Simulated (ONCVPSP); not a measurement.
# What the settings do to the ONCV potential of vanadium

Base potential:

| Item | Value |
| --- | --- |
| Element | vanadium (V) |
| Generator | ONCVPSP 4.0.1 |
| Type | optimised norm-conserving Vanderbilt (ONCV) |
| Functional | PBEsol |
| Relativity | scalar-relativistic |
| Frozen core | [Ne] |
| Valence charge | 13 |
| Reference configuration | 3s2 3p6 3d3 4s1 (charge +1) |
| Partial waves | 3s+4s: rc 1.70 bohr, ncon 4, nbas 7, qcut 7.6 1/bohr, 2 projectors; 3p: rc 1.10 bohr, ncon 3, nbas 7, qcut 7.1 1/bohr, 2 projectors, debl 3.6 Ha; 3d: rc 1.40 bohr, ncon 4, nbas 9, qcut 13.5 1/bohr, 1 projector |
| Local potential | polynomial inside 0.80 bohr (lpopt 5, dvloc0 3 Ha) |
| Core correction | none |

Cutoffs, loose and tight: the cutoffs (Ha) at which the residual kinetic energy of the hardest occupied pseudo-wave falls to 1 and 0.1 mHa per electron. They do not see the model core or the augmentation charge, which bear on the density cutoff. Test errors are all-electron minus pseudo excitation energies from the reference, over the configurations 3s2 3p6 3d3 4s2; 3s2 3p6 3d3 4s0; 3s2 3p6 3d2 4s0; 3s2 3p6 3d2 4s2. A dash means not determined; rows that change the core or the reference have their own tests.

| change | outcome | cutoff, loose | cutoff, tight | bound ghosts | GHOST(+) flags above zero | largest test error (meV) |
| --- | --- | --- | --- | --- | --- | --- |
| base | generated | 55 Ha | 65 Ha | none | none | +20 |
| s: qcut 4.6 | generated | 55 Ha | 65 Ha | none | none | +22 |
| s: qcut 5.9 | generated | 55 Ha | 65 Ha | none | none | +21 |
| s: qcut 7.7 | generated | 55 Ha | 65 Ha | none | none | +20 |
| s: qcut 8.3 | generated | 55 Ha | 65 Ha | none | none | +20 |
| s: qcut 9.7 | generated | 55 Ha | 65 Ha | none | none | +19 |
| s: qcut 11 | generated | 55 Ha | 65 Ha | none | none | +18 |

Reading the sweep of the qcut of the s channel (base included, trends over the rows without a ghost): The loose cutoff stays near 55 Ha. The median size of the test errors (rows with all tests solved) stays near 3.6 meV.
